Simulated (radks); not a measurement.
Question: Species: As XIV. Configuration: [Ar] 3d2 (the NIST ground configuration). All-electron calculation, Dirac Kohn-Sham, PBE, spin-unpolarised, spherical densities, finite nucleus; open shells fill j = l - 1/2 first; Fermi nuclear charge, rms radius 4.0968 fm. Program: a radial shooting solver on a logarithmic mesh with Libxc functionals. Some entries of the table are withheld. Estimate them.

orbital  occ.  eigenvalue (hartree)  r(max) (bohr)
1s1/2       2             -445.4374        0.02973
2s1/2       2             -69.68888            (1)
2p1/2       2             -63.89337            (2)
2p3/2       4             -62.54626            (3)
3s1/2       2             -19.93769         0.4972
3p1/2       2                   (4)            (5)
3p3/2       4                   (6)            (7)
3d3/2       2             -14.50913         0.4150
3d5/2       0             -14.46412         0.4168
4s1/2       0              -8.83920          1.113
4p1/2       0              -8.12403          1.140
4p3/2       0              -8.05413          1.151

Answer: 
(1) 2s1/2 r(max) (bohr): 0.1700
(2) 2p1/2 r(max) (bohr): 0.1342
(3) 2p3/2 r(max) (bohr): 0.1373
(4) 3p1/2 eigenvalue (hartree): -17.96952
(5) 3p1/2 r(max) (bohr): 0.4839
(6) 3p3/2 eigenvalue (hartree): -17.72638
(7) 3p3/2 r(max) (bohr): 0.4905
